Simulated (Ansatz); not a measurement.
`[NH2][W](=[O])(=[O])[F]` + HCl → `[O]=[W](=[O])([F])[Cl]` + NH₃ at 400 K and 1 bar (ligand exchange at a W–N bond).

Calculated with Ansatz (gas phase, PBE0-D4/def2-TZVP geometries, no zero-point term in ΔE). CCSD(T)/CBS adds triple-zeta CCSD(T) − MP2 to the extrapolated MP2 energy (def2 sets, frozen cores). This one scheme is used for every species. def2 core potentials past Kr. For W outer-core shells are correlated without core-valence functions, which leaves a few kJ/mol of doubt a bond. One conformer a species, not always the lowest.

```tsv
species	CCSD(T)/CBS energy (Eh)	H − E (kJ/mol)	S (J/(mol·K))
`[NH2][W](=[O])(=[O])[F]`	-373.18891	119.7	367.1
HCl	-460.38127	29.6	195.4
`[O]=[W](=[O])([F])[Cl]`	-777.07652	53.1	364.3
NH₃	-56.50880	104.2	203.1
```

H − E and S are ideal-gas, rigid-rotor, harmonic terms from PBE0-D4/def2-TZVP, for one conformer and one mirror image of each species. 1 Eh = 2625.50 kJ/mol, R = 8.31446 J/(mol·K).

By hand: ΔE, ΔH, ΔS and ΔG.

ΔE = (-777.07652) + (-56.50880) − (-373.18891) − (-460.38127) = -0.01514 Eh = -39.8 kJ/mol. Δ(H − E) = 53.1 + 104.2 − 119.7 − 29.6 = 8.0, so ΔH = -31.8 kJ/mol. ΔS = 364.3 + 203.1 − 367.1 − 195.4 = 4.9 J/(mol·K). ΔG = -31.8 − 400 × (4.9)/1000 = -33.8 kJ/mol.

By hand: the equilibrium constant, and the temperature at which ΔG would vanish if ΔH and ΔS stayed fixed.

log₁₀ K = −ΔG/(RT ln 10) = 4.4. ΔH and −TΔS have one sign here, so there is no such temperature.

The number of gas molecules stays the same, so ΔS is small and ΔH decides. A doubt of 5 kJ/mol in ΔE shifts log₁₀ K by 0.7 here. Other conformers and mirror images would add mixing entropy, several J/(mol·K) or more a flexible species. These are equilibria of isolated gas molecules and say nothing of rates. Largest T1 diagnostic: 0.022 (customary marks: 0.02 for closed shells, 0.045 for open ones).

ΔS is within the doubt of such terms, so its sign, and with it that verdict, could turn.
